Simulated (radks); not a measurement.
Task: Species: Hg II. Configuration: [Xe] 4f14 5d10 6s1. All-electron calculation, scalar-relativistic Kohn-Sham, BLYP, spin-unpolarised, spherical densities, finite nucleus; Fermi nuclear charge, rms radius 5.4648 fm. Program: a radial shooting solver on a logarithmic mesh with Libxc functionals. Some entries of the table are withheld. Estimate them.

orbital  occ.  eigenvalue (eV)  <r^2> (bohr^2)
1s          2        -83152.68       0.0003809
2s          2        -14746.04        0.005797
2p          6        -12722.19        0.004897
3s          2        -3505.966         0.03735
3p          6        -2920.937             (1)
3d         10        -2304.038         0.03187
4s          2        -777.5353          0.1799
4p          6        -585.6469             (2)
4d         10        -357.6208          0.2328
5s          2              (3)          0.9113
4f         14        -104.8218          0.2811
5p          6         -75.5097           1.221
5d         10         -18.7023           2.573
6s          1         -14.7527           7.211

Result: 
(1) 3p <r^2> (bohr^2): 0.03848
(2) 4p <r^2> (bohr^2): 0.2057
(3) 5s eigenvalue (eV): -127.1302
